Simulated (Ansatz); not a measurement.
Steps of a relaxation of `[AlH2][CH2]B[SiH3]` with RKS PBE0-D4/def2-TZVP.

```sh
$ ansatz run in.yaml --threads 2 --pin off --events-out ev --progress --plain --max-ram 4352MiB
```

```yaml
crystal:
  periodic: [false, false, false]
  atoms:
    - {symbol: Al, position_ang: [-1.385479, 1.055516, 0.783096]}
    - {symbol: C, position_ang: [-1.240573, -0.678889, -0.245941]}
    - {symbol: B, position_ang: [0.175822, -0.986460, 0.191544]}
    - {symbol: Si, position_ang: [1.811284, -0.104492, -0.617943]}
    - {symbol: H, position_ang: [-0.906557, 2.392186, 0.054880]}
    - {symbol: H, position_ang: [-2.086438, 1.053427, 2.217161]}
    - {symbol: H, position_ang: [-1.404570, -0.277132, -1.269325]}
    - {symbol: H, position_ang: [-2.075429, -1.303060, 0.133770]}
    - {symbol: H, position_ang: [0.357170, -1.671981, 1.188393]}
    - {symbol: H, position_ang: [2.306897, 0.974806, 0.326287]}
    - {symbol: H, position_ang: [2.955091, -1.075340, -0.779306]}
    - {symbol: H, position_ang: [1.569881, 0.566319, -1.948814]}
basis:
  gaussian: {orbitals: def2-TZVP}
hamiltonian: {xc: pbe0, dispersion: d4}
relax: {f_tol: 0.005, max_steps: 150}
```

Positions (Å) and forces (eV/Å) along the path, 10 of 26 steps:

```xyz
12
step=1 energy=-16309.5692 eV
Al   -1.385    1.056    0.783   -0.037    0.020    0.001
C    -1.241   -0.679   -0.246   -0.024   -0.046   -0.023
B     0.176   -0.986    0.192   -0.215   -0.141    0.155
Si    1.811   -0.104   -0.618    0.233    0.148   -0.067
H    -0.907    2.392    0.055   -0.062   -0.158    0.098
H    -2.086    1.053    2.217    0.086    0.016   -0.176
H    -1.405   -0.277   -1.269    0.056   -0.205    0.470
H    -2.075   -1.303    0.134    0.397    0.314   -0.215
H     0.357   -1.672    1.188   -0.084    0.250   -0.361
H     2.307    0.975    0.326   -0.128   -0.229   -0.190
H     2.955   -1.075   -0.779   -0.258    0.186    0.028
H     1.570    0.566   -1.949    0.035   -0.155    0.280
12
step=2 energy=-16309.5982 eV
Al   -1.383    1.055    0.782   -0.005   -0.051   -0.037
C    -1.227   -0.673   -0.241   -0.020   -0.001   -0.008
B     0.180   -0.991    0.186   -0.070    0.010    0.099
Si    1.808   -0.103   -0.616    0.054    0.001   -0.028
H    -0.912    2.385    0.064   -0.005   -0.018    0.008
H    -2.081    1.061    2.203    0.009   -0.004   -0.021
H    -1.390   -0.281   -1.255    0.014   -0.043    0.131
H    -2.054   -1.292    0.129    0.103    0.086   -0.051
H     0.355   -1.667    1.172   -0.017    0.053   -0.117
H     2.286    0.967    0.324   -0.028   -0.060   -0.051
H     2.935   -1.071   -0.778   -0.047    0.059    0.006
H     1.560    0.556   -1.935    0.011   -0.032    0.069
12
step=3 energy=-16309.6001 eV
Al   -1.389    1.054    0.780   -0.003   -0.010   -0.010
C    -1.223   -0.669   -0.236    0.023    0.036    0.037
B     0.180   -0.980    0.194    0.002   -0.086   -0.061
Si    1.809   -0.108   -0.618   -0.014    0.020    0.023
H    -0.918    2.382    0.062   -0.001    0.010   -0.004
H    -2.087    1.058    2.199   -0.010    0.002    0.007
H    -1.386   -0.276   -1.245    0.003    0.014   -0.016
H    -2.047   -1.286    0.128   -0.008   -0.011    0.011
H     0.355   -1.672    1.163   -0.001    0.019    0.019
H     2.285    0.958    0.318    0.016    0.019    0.006
H     2.937   -1.067   -0.781   -0.002   -0.015    0.001
H     1.560    0.550   -1.932   -0.006    0.003   -0.013
12
step=9 energy=-16309.6011 eV
Al   -1.406    1.059    0.786   -0.009    0.004    0.004
C    -1.215   -0.661   -0.219    0.018    0.003   -0.014
B     0.192   -0.987    0.194    0.002   -0.003    0.014
Si    1.816   -0.112   -0.626   -0.011    0.002    0.006
H    -0.889    2.384    0.092    0.000   -0.001    0.006
H    -2.172    1.070    2.170    0.006    0.001   -0.008
H    -1.376   -0.270   -1.230   -0.007    0.001   -0.003
H    -2.036   -1.285    0.142   -0.009   -0.006    0.004
H     0.370   -1.681    1.161    0.006    0.003   -0.004
H     2.304    0.956    0.303    0.003    0.000    0.002
H     2.940   -1.073   -0.803    0.000   -0.005   -0.002
H     1.550    0.545   -1.938    0.000    0.001   -0.005
12
step=10 energy=-16309.6012 eV
Al   -1.412    1.060    0.788   -0.011    0.007    0.007
C    -1.212   -0.660   -0.215    0.026    0.004   -0.010
B     0.196   -0.984    0.198   -0.002   -0.001    0.010
Si    1.818   -0.113   -0.631   -0.010    0.003    0.011
H    -0.877    2.385    0.110   -0.002   -0.005    0.007
H    -2.204    1.068    2.159    0.010    0.002   -0.015
H    -1.373   -0.271   -1.228   -0.008    0.004   -0.004
H    -2.032   -1.285    0.145   -0.015   -0.010    0.004
H     0.374   -1.675    1.166    0.007    0.002   -0.002
H     2.314    0.954    0.295    0.003    0.001    0.002
H     2.938   -1.077   -0.811    0.003   -0.008   -0.003
H     1.548    0.543   -1.942   -0.001    0.002   -0.007
12
step=11 energy=-16309.6013 eV
Al   -1.421    1.060    0.791   -0.011    0.013    0.013
C    -1.208   -0.658   -0.212    0.025    0.001   -0.001
B     0.201   -0.979    0.202   -0.007    0.004    0.003
Si    1.820   -0.113   -0.635   -0.005    0.004    0.010
H    -0.864    2.387    0.132   -0.006   -0.014    0.008
H    -2.244    1.066    2.144    0.016    0.001   -0.025
H    -1.369   -0.273   -1.226   -0.007    0.004   -0.003
H    -2.026   -1.286    0.149   -0.013   -0.009    0.002
H     0.381   -1.666    1.173    0.004    0.001    0.000
H     2.331    0.951    0.285    0.002   -0.003    0.000
H     2.933   -1.086   -0.824    0.004   -0.007   -0.003
H     1.545    0.541   -1.946   -0.001    0.004   -0.005
12
step=15 energy=-16309.6019 eV
Al   -1.449    1.061    0.788   -0.015    0.009    0.005
C    -1.197   -0.660   -0.199   -0.003   -0.004    0.011
B     0.214   -0.960    0.221   -0.001   -0.009   -0.013
Si    1.830   -0.112   -0.642    0.015    0.010    0.008
H    -0.847    2.387    0.168   -0.003   -0.011    0.007
H    -2.346    1.069    2.093    0.015    0.001   -0.018
H    -1.361   -0.286   -1.217    0.002    0.002    0.001
H    -2.010   -1.296    0.163    0.006    0.005   -0.001
H     0.401   -1.633    1.201    0.000    0.003    0.003
H     2.408    0.914    0.281   -0.003   -0.012   -0.009
H     2.902   -1.118   -0.892   -0.014    0.009    0.001
H     1.531    0.577   -1.931    0.000   -0.003    0.005
12
step=16 energy=-16309.6021 eV
Al   -1.458    1.062    0.781    0.013   -0.011    0.005
C    -1.195   -0.664   -0.194   -0.012    0.008    0.003
B     0.218   -0.955    0.227    0.006   -0.007    0.001
Si    1.831   -0.109   -0.642    0.009    0.006    0.004
H    -0.840    2.383    0.171   -0.002    0.005   -0.005
H    -2.369    1.074    2.075   -0.006    0.003   -0.002
H    -1.359   -0.294   -1.214    0.001    0.000   -0.003
H    -2.004   -1.301    0.169    0.002   -0.001    0.000
H     0.407   -1.622    1.210    0.003    0.001   -0.002
H     2.435    0.897    0.287   -0.003   -0.009   -0.008
H     2.887   -1.126   -0.919   -0.012    0.009    0.001
H     1.524    0.600   -1.918    0.001   -0.003    0.006
12
step=22 energy=-16309.6026 eV
Al   -1.479    1.063    0.759    0.001    0.012    0.016
C    -1.182   -0.685   -0.158    0.005   -0.003    0.007
B     0.239   -0.946    0.259   -0.005    0.006   -0.005
Si    1.830   -0.091   -0.641   -0.006   -0.006    0.000
H    -0.755    2.356    0.202   -0.012   -0.015    0.008
H    -2.521    1.127    1.950    0.013    0.001   -0.021
H    -1.351   -0.331   -1.184   -0.003   -0.001   -0.004
H    -1.980   -1.334    0.208    0.001    0.004   -0.002
H     0.447   -1.608    1.241    0.001   -0.003    0.002
H     2.538    0.827    0.301    0.002    0.004    0.002
H     2.815   -1.135   -1.049    0.003    0.000    0.000
H     1.475    0.701   -1.854    0.001    0.000   -0.001
12
step=26 energy=-16309.6028 eV
Al   -1.473    1.062    0.765    0.001    0.001    0.000
C    -1.183   -0.686   -0.155    0.000    0.000   -0.002
B     0.239   -0.950    0.255    0.000    0.003    0.001
Si    1.827   -0.091   -0.645    0.000   -0.001    0.000
H    -0.726    2.349    0.226   -0.001   -0.001    0.001
H    -2.536    1.134    1.934    0.000    0.000    0.000
H    -1.356   -0.328   -1.180    0.000    0.000    0.001
H    -1.983   -1.333    0.212    0.000    0.000    0.000
H     0.450   -1.617    1.234    0.000    0.000    0.000
H     2.518    0.845    0.292    0.000    0.000    0.000
H     2.828   -1.127   -1.036    0.000    0.000    0.000
H     1.472    0.686   -1.868    0.000    0.000    0.000
```

Hardware: 2 threads of an Arm Neoverse V2 on a shared host. Wall time 120 s, peak host memory 0.45 GiB.
